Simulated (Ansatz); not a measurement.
Geometry optimisation, Ansatz 0.2.0, RKS PBE/def2-SVP.

Input file:

```yaml
crystal:
  periodic: [false, false, false]
  atoms:
    - { symbol: W, position_ang: [0.0, 0.0, 0.0] }
    - { symbol: H, position_ang: [0.0, 0.0, 2.07] }
    - { symbol: Cl, position_ang: [2.39, 0.0, 0.0] }
    - { symbol: Cl, position_ang: [0.0, 2.39, 0.0] }
    - { symbol: Cl, position_ang: [-2.39, 0.0, 0.0] }
    - { symbol: Cl, position_ang: [0.0, -2.39, 0.0] }
    - { symbol: Cl, position_ang: [0.0, 0.0, -2.39] }
    - { symbol: F, position_ang: [1.4129, 1.4719, 0.6779] }
    - { symbol: H, position_ang: [0.7451, 0.7762, 1.879] }
basis:
  gaussian: { orbitals: def2-SVP }
hamiltonian:
  xc: pbe
relax:
  f_tol: 0.15
  max_steps: 25
  restrain:
    - { distance: [0, 7], at: 1.85, k: 30.0 }
    - { distance: [8, 1], at: 0.66, k: 30.0 }
    - { distance: [0, 1], at: 2.92, k: 30.0 }
    - { distance: [8, 7], at: 2.12, k: 30.0 }
```

Run as:

```bash
$ ansatz run input.yaml --threads 4 --pin off --max-ram 5120MiB --backend cpu --events-out ev --progress --plain --runs-dir out
```

Task: Where does it end, and by what steps?

Result: The forces met the threshold. The restraints hold the end off the free minimum; the threshold counts their pulls, which the force column leaves out. Restrained pairs: W1–F8 (2.15 → 1.86 Å), H2–H9 (1.09 → 0.72 Å), W1–H2 (2.07 → 2.94 Å), F8–H9 (1.54 → 2.13 Å). After 12 steps the energy has fallen by 8.042 eV (the restraints' own energy left out); H9 moved furthest, 1.37 Å.

```
step  energy less start (eV)  largest force component (eV/Å)  accepted
   0                  0.0000                           6.531       yes
   1                 -1.7818                           5.616       yes
   2                 -3.0177                           4.543       yes
   3                 -4.7578                           2.958       yes
   4                 -5.9889                           1.304       yes
   5                 -6.5880                           1.026       yes
   6                 -7.0110                           1.120       yes
   7                 -7.3567                           0.342       yes
   8                 -7.5383                           0.711       yes
   9                 -7.7763                           0.838       yes
  10                 -7.9429                           0.951       yes
  11                 -8.0430                           1.280       yes
  12                 -8.0419                           1.440       yes
```

```xyz
9
Properties=species:S:1:pos:R:3
W 0.344 0.354 -0.385
H -0.292 -0.290 2.414
Cl 2.542 0.207 -1.124
Cl 0.192 2.548 -1.136
Cl -1.831 0.490 0.408
Cl 0.483 -1.818 0.417
Cl -0.391 -0.394 -2.446
F 1.023 1.043 1.209
H 0.086 0.109 2.880
```

Time of the run: 37 s on 4 threads of Arm Neoverse V2, with other jobs on the host, peak memory 0.26 GiB.
